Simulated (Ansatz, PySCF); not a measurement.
Gas-phase reaction (SMILES): CO[Si](Br)(Br)Br + O (H2O) -> O[Si](Br)(Br)Br + CO (CH4O) [methanol]; water cleaves one Si-O bond, a model of a ligand-exchange step.

Geometries: B3LYP-D3(BJ)/def2-TZVP minima from Ansatz (a quantum-chemistry and plane-wave program), one conformer each, not searched for the lowest. Cores are frozen in the correlated levels unless marked. Spin-orbit coupling is left out. The frozen core is the preceding noble-gas configuration, with the filled d and f shells of earlier blocks. No relativistic terms. Basis-set limits of correlation are two-point, X^-3; Hartree-Fock from the larger set. Thermal terms are rigid-rotor harmonic-oscillator values from B3LYP-D3(BJ) frequencies (Ansatz or PySCF) at 298.15 K and 1 atm. 1 Eh = 627.5095 kcal/mol.

| species | E, CCSD(T)/CBS(def2-TZVPP,def2-QZVPP) (Ansatz) (Eh) | E, wB97X-V/def2-TZVPD (Ansatz) (Eh) | H - E (Eh) |
|---|---|---|---|
| CO[Si](Br)(Br)Br | -8122.33817 | -8126.55857 | 0.05684 |
| O (H2O) | -76.37599 | -76.43464 | 0.02495 |
| O[Si](Br)(Br)Br | -8083.09852 | -8087.25730 | 0.02646 |
| CO (CH4O) | -115.61116 | -115.73216 | 0.05533 |

Task: Work out ΔE and ΔH at 298.15 K at the first level, then ΔH at the second.

Result: 
1. ΔE = [(-8083.09852) + (-115.61116)] - [(-8122.33817) + (-76.37599)] = 0.00448 Eh = 2.8 kcal/mol at CCSD(T)/CBS(def2-TZVPP,def2-QZVPP).
2. The terms H - E add up to -0.00000 Eh, so ΔH = (0.00448 + (-0.00000))×627.5095 = 2.8 kcal/mol.
3. At wB97X-V/def2-TZVPD the same steps give ΔE = 2.4 and ΔH = 2.4 kcal/mol, a shift of -0.4 from the first level.
4. These values are not checked against measurement here, since the tables used lack a sound gas-phase enthalpy of formation for at least one species.
